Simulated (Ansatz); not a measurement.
`F[SiH](F)S[SiH2]Cl` → `F[SiH](F)S` + `[SiH]Cl`  (silylene formation by 1,1-elimination)

Computed with Ansatz on PBE0-D4/def2-TZVP structures; ΔE is electronic, products minus reactants. CBS: MP2 limit from def2 TZ/QZ plus the TZ coupled-cluster correction, frozen cores. This one scheme is used for every species. Functionals use def2-TZVPP. HSE06 is defined as in plane-wave codes. One conformer a species, not always the lowest.

| level | ΔE (kcal/mol) |
| --- | --- |
| B97M-V | 61.5 |
| HSE06-D4 | 64.7 |
| ωB97M-V | 60.6 |
| LC-ωPBE | 65.5 |

What does CCSD(T)/CBS give? (Estimate.)

Ansatz gave: +62.4 kcal/mol. The listed levels differ from it by -0.9, 2.3, -1.8, 3.1 kcal/mol.

Largest T1 diagnostic among the species: 0.013.

The D4 term adds +5.1 kcal/mol with B3LYP and +2.8 kcal/mol with PBE0; it sums over pairs of atoms, weighted by their polarisabilities, and B3LYP, whose exchange is more repulsive, gets the larger term. From r2SCAN to r2SCAN0 (25 % exact exchange), in def2-TZVPP and without D4, ΔE moves by +0.9 kcal/mol. Leaving LDA and LC-ωPBE aside and taking each functional with its dispersion term where it has one, the values, not all of them listed here, spread over 10.5 kcal/mol, from BLYP-D4 to r2SCAN0-D4. LDA lies +7.8 kcal/mol from PBE without D4.

B3LYP here is the variant with VWN-RPA as its local correlation; programs differ in this.
